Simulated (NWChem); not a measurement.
Species: C$_{2}$H$_{2}$F$_{3}$ cation

```xyz
7

F      0.1583    -1.8132     0.0000
C     -0.7034    -0.8071     0.0000
C     -0.0022     0.4889     0.0000
F      1.2313     0.5722     0.0000
F     -0.6281     1.5620     0.0000
H     -1.3772    -0.8043    -0.8889
H     -1.3772    -0.8043     0.8889
```
Atoms are numbered in this order, from 1.

Computed with NWChem. Coordinates come from a PBE0/def2-SVP optimisation. Level: M05-2X/def2-SVP with COSMO at NWChem's default radii, gas-phase geometry; the question gives the dielectric constant. Reactions with the solvent are ignored.

Predict the results for dielectric constant 11.7. Quantities: electrostatic solvation energy (kcal/mol).


- electrostatic solvation energy (kcal/mol) = -66.1
